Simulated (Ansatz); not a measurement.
This geometry of CH4FNZn (8 atoms, charge 0, multiplicity 1) is a first-order saddle point.

Theory: RKS PBE0-D4/def2-SVP (Ansatz 0.2.0).

```xyz
8
Properties=species:S:1:pos:R:3
N -0.513 1.158 -0.022
C 0.041 -0.025 0.550
Zn 0.589 -1.386 -0.718
F 1.100 -2.642 -1.821
H -0.651 1.281 -1.008
H -0.771 1.933 0.568
H 0.955 0.171 1.154
H -0.657 -0.548 1.242
```

(1) Which two structures does it join? (They come from a converged band through this point; their orientation in space is the band's.)

(2) How far does it lie above each of them?

## Answers

(1) No bond is made or broken. The height of N1 over the plane of its neighbours goes from 0.38 to -0.38 Å. The two ends are copies of one structure, up to a mirror image or an exchange of like atoms.

Initial state:

```xyz
8
Properties=species:S:1:pos:R:3
N -0.271 1.216 -0.155
C 0.013 -0.038 0.526
Zn 0.650 -1.389 -0.720
F 1.235 -2.597 -1.842
H -1.092 1.131 -0.750
H -0.490 1.950 0.518
H 0.858 0.118 1.221
H -0.812 -0.448 1.147
```

Final state:

```xyz
8
Properties=species:S:1:pos:R:3
N -0.722 1.015 -0.141
C 0.058 -0.017 0.523
Zn 0.586 -1.419 -0.719
F 1.046 -2.684 -1.835
H -0.144 1.557 -0.779
H -1.086 1.684 0.538
H 0.941 0.338 1.097
H -0.586 -0.531 1.260
```

(2) 0.209 eV above the first and 0.209 eV above the second. This is the barrier of this one path; another mechanism may lie lower.

The run took 8.1 min on 1 thread of Intel(R) Xeon(R) Platinum 8259CL CPU @ 2.50GHz (Skylake/Cascade Lake), with other jobs on the host, peak memory 0.24 GiB.
